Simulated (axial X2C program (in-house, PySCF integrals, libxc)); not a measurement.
## Spin–orbit effects along a row: molecules with Si (ions), HF

Calculated with an axial X2C code built on PySCF integrals, spin-free (one-electron X2C) or two-component (2c: spin–orbit coupling with atomic mean-field Coulomb and Gaunt terms, which also bring small scalar terms), in Dyall basis sets with cores contracted in-house; open shells are unrestricted.

Basis sets: Br dyall-cv3z, Ca dyall-cv3z, K dyall-cv3z, Mn dyall-cv3z, Ni dyall-cv3z, Si dyall-v3z, Ti dyall-cv3z, V dyall-cv3z, Zn dyall-cv3z.

| molecule | spin-free state | Re (Å) | ωe (cm⁻¹) | De (eV) | 2c state | Re 2c (Å) | ωe 2c (cm⁻¹) | De 2c (eV) |
| --- | --- | --- | --- | --- | --- | --- | --- | --- |
| KSi⁺ | M_S = 1, Λ = 1 | 3.754 | 91.8 | 0.17 | Ω = 2 | 3.754 | 91.8 | 0.16 |
| CaSi⁺ | M_S = 3/2, Λ = 0 | 2.717 | 322.2 | 0.74 | Ω = 3/2 | 2.717 | 321.9 | 0.74 |
| TiSi⁺ | M_S = 5/2, Λ = 2 | 2.511 | 330.0 | 0.71 | Ω = 1/2 | 2.512 | 330.0 | n/a |
| VSi⁺ | M_S = 3, Λ = 0 | 2.453 | 343.8 | 0.82 | Ω = 3 | 2.453 | 343.8 | n/a |
| MnSi⁺ | M_S = 2, Λ = 1 | 2.971 | 166.2 | 0.74 | Ω = 3 | 2.972 | 166.1 | 0.75 |
| NiSi⁺ | M_S = 1/2, Λ = 0 | 2.519 | 244.9 | 0.64 | Ω = 5/2 | 2.443 | 224.9 | n/a |
| ZnSi⁺ | M_S = 1/2, Λ = 1 | 2.638 | 211.3 | 1.14 | Ω = 1/2 | 2.639 | 211.0 | 1.15 |
| SiBr⁺ | M_S = 0, Λ = 0 | 2.103 | 547.3 | 3.14 | Ω = 0 | 2.104 | 546.4 | 2.98 |

(1) Work out the shifts from the spin-free to the two-component result.

Fragments in 2c: K+ + Si, Ca+ + Si, Ti+ + Si, V+ + Si, Mn+ + Si, Ni+ + Si, Zn + Si+, Br + Si+. Each entry is the lowest single determinant of a limited PBE0 search at one distance. De goes to single-determinant-based atoms at the same level (for ions the charge split of lowest energy) and is withheld (n/a) where an atom does not fit its ground term or J level. Main or longest-lived isotopes. One determinant is a doubtful description, or other states lie close, for KSi⁺, CaSi⁺, TiSi⁺, VSi⁺, MnSi⁺, NiSi⁺; these need not be ground states, and all values refer to the states named. Some open-shell Ω = 0 determinants are out of reach, so the Ω given for KSi⁺, VSi⁺, MnSi⁺ need not be the lowest component. With several unpaired electrons the Ω given is that of one determinant, not necessarily of the lowest component. Some light 2c atoms are not at their ground J level, so De misses part of their lowering (0.04 eV or less). Where the atoms have a lower orbital projection than the molecule, De at mean-field level may be about a tenth of an eV too small. The lowest determinant changes configuration between the Hamiltonians for NiSi⁺, so two states are compared there.

Results:

(1) 

```tsv
molecule	2c state	ΔRe (Å)	Δωe (cm⁻¹)	ΔDe (eV)
KSi⁺	Ω = 2	0.000	0.0	-0.01
CaSi⁺	Ω = 3/2	0.000	-0.3	0.00
TiSi⁺	Ω = 1/2	0.001	0.0	n/a
VSi⁺	Ω = 3	0.000	0.0	n/a
MnSi⁺	Ω = 3	0.001	-0.1	0.01
NiSi⁺	Ω = 5/2	other state	other state	n/a
ZnSi⁺	Ω = 1/2	0.001	-0.3	0.01
SiBr⁺	Ω = 0	0.001	-0.9	-0.16
```

Shifts of one unit in the last digit are rounding.
